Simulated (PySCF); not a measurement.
A PySCF script (with the pyscf-properties extension) for the NMR shieldings of `B([C@@H]1[C@]2([C@H](C)[C@H]2Cl)C1)(F)F`, C$_{6}$H$_{8}$BClF$_{2}$, on a GFN2-xTB geometry:

```python
import basis_set_exchange as bse
import numpy as np
from pyscf import gto, dft
from pyscf.prop import nmr

atoms = """
C    -1.852748    0.883660    0.991280
C    -1.163359   -0.212982    0.217989
C    -0.450883   -1.324927    0.961093
Cl   -0.539693   -2.966027    0.332019
C     0.316651   -0.310432    0.211666
C     1.485826    0.546537    0.432434
C     1.413495   -0.345371   -0.813665
B     1.188709    0.282410   -2.212491
F     1.686700   -0.229093   -3.321306
F     0.478418    1.380396   -2.398448
H    -1.281654    1.140033    1.879880
H    -1.944114    1.771194    0.369324
H    -2.849153    0.567520    1.292403
H    -1.672908   -0.502137   -0.694145
H    -0.435593   -1.323475    2.042840
H     1.372546    1.611047    0.288107
H     2.204303    0.272076    1.190189
H     2.034698   -1.234113   -0.780826
"""
names = dict.fromkeys(["C", "Cl", "B", "F", "H"], "pcSseg-1")
basis = {el: gto.basis.parse(bse.get_basis(n, elements=[el], fmt="nwchem")) for el, n in names.items()}
mol = gto.M(atom=atoms, basis=basis, charge=0, verbose=0)
mf = dft.RKS(mol, xc="PBE0")
mf.grids.level = 2
mf.grids.alignment = dft.numint.BLKSIZE   # the property module wants whole blocks of grid points
mf.conv_tol = 1e-9
mf.kernel()

calc = nmr.RKS(mf)   # GIAO
C = mf.mo_coeff
Co = C[:, mf.mo_occ > 0]
resp = mf.gen_response(singlet=True, hermi=2)
def vind(x):   # induced exchange potential for any number of trial vectors
    d = np.einsum("pi,xij,qj->xpq", C, 2 * x.reshape(-1, C.shape[1], Co.shape[1]), Co, optimize=True)
    return np.einsum("xpq,pi,qj->xij", resp(d - d.transpose(0, 2, 1)), C, Co, optimize=True).ravel()
mo1, _ = nmr.rhf.solve_mo1(calc, with_cphf=vind)
sigma = calc.kernel(mo1)
for i, s in enumerate(sigma):   # ppm
    w = np.linalg.eigvalsh((s + s.T) / 2)
    print("%2d %-2s iso %8.1f  s11 %8.1f  s22 %8.1f  s33 %8.1f" % (i, mol.atom_pure_symbol(i), w.mean(), *w))
```

**Question.** What does it print?

**Answer.** 
```
 0 C  iso    169.9  s11    155.6  s22    163.9  s33    190.1
 1 C  iso    158.7  s11    124.7  s22    155.7  s33    195.7
 2 C  iso    140.2  s11    104.2  s22    121.0  s33    195.5
 3 Cl iso    828.4  s11    636.2  s22    757.2  s33   1091.9
 4 C  iso    153.3  s11     92.5  s22    175.8  s33    191.6
 5 C  iso    170.6  s11    148.9  s22    169.9  s33    193.1
 6 C  iso    181.2  s11    146.4  s22    176.5  s33    220.7
 7 B  iso     72.0  s11     40.0  s22     80.5  s33     95.3
 8 F  iso    235.8  s11     49.8  s22    295.6  s33    361.9
 9 F  iso    258.6  s11     86.5  s22    303.4  s33    385.8
10 H  iso     31.3  s11     26.6  s22     29.6  s33     37.8
11 H  iso     30.2  s11     24.8  s22     28.1  s33     37.7
12 H  iso     29.9  s11     24.8  s22     27.3  s33     37.7
13 H  iso     30.3  s11     24.5  s22     29.8  s33     36.7
14 H  iso     28.9  s11     20.8  s22     29.4  s33     36.4
15 H  iso     30.4  s11     25.4  s22     27.1  s33     38.7
16 H  iso     30.4  s11     24.6  s22     26.7  s33     40.0
17 H  iso     30.9  s11     24.6  s22     28.3  s33     39.8
```

These numbers come from an equivalent density-fitted implementation of the same equations, which agrees with the script to about 0.01 ppm for H and up to a few tenths of a ppm for heavy atoms, so last digits may differ.

Size and cost of the density-fitted run: 217 basis functions, 57 s wall time on 1 thread of an Arm Neoverse V2, shared host; peak memory 1 GiB.
